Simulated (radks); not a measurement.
The numbers below are computed, except where a source is named.
How relativity changes the ionisation of the europium ion Eu+ ([Xe] 4f7 6s1) to Eu2+ ([Xe] 4f7). Spin-unpolarised spherical Kohn-Sham, PBE, point nucleus unless stated (finite: rms radius 5.1115 fm), a radial shooting solver on a logarithmic mesh with Libxc functionals. A level marked "c x" has the speed of light scaled by that factor and shares open shells by 2j + 1; other Dirac levels either fill j = l - 1/2 first or share by 2j + 1.

| level | E(Eu+) (hartree) | E(Eu2+) (hartree) | IE (eV) | HOMO | <r> HOMO (bohr) |
|---|---|---|---|---|---|
| non-rel. | -10425.9294 | -10425.5411 | 10.567 | 6s | 4.084 |
| scalar-rel. | -10843.8421 | -10843.4292 | 11.235 | 6s | 3.859 |
| scalar-rel., finite nucleus | -10843.0765 | -10842.6636 | 11.234 | 6s | 3.860 |
| Dirac, 2j+1 shares | -10851.9377 | -10851.5249 | 11.235 | 6s1/2 | 3.861 |
| Dirac, low j first | -10852.0056 | -10851.5931 | 11.226 | 4f7/2 | 0.9815 |
| Dirac, 2j+1 shares, finite nucleus | -10851.1677 | -10850.7549 | 11.234 | 6s1/2 | 3.861 |
| Dirac, c x 0.75 | -11262.9130 | -11262.4720 | 12.001 | 4f7/2 | 1.053 |
| Dirac, c x 2 | -10523.9986 | -10523.6050 | 10.711 | 6s1/2 | 4.033 |
| Dirac, c x 5 | -10441.2914 | -10440.9023 | 10.589 | 6s1/2 | 4.076 |

NIST Atomic Spectra Database: 11.24 eV (semi-empirical). The relativistic part of the total energy of Eu+ is -425.2 hartree (Dirac, 2j+1 shares, finite nucleus), 4.1 % of the non-relativistic value. Spin polarisation and multiplet splitting of open shells are left out at every level.

Beside tabulated values, note that relativity, absent from the non-relativistic runs, is large for the heavy elements, and spin-unpolarised runs miss the spin-polarisation part of the exchange energy of open shells.
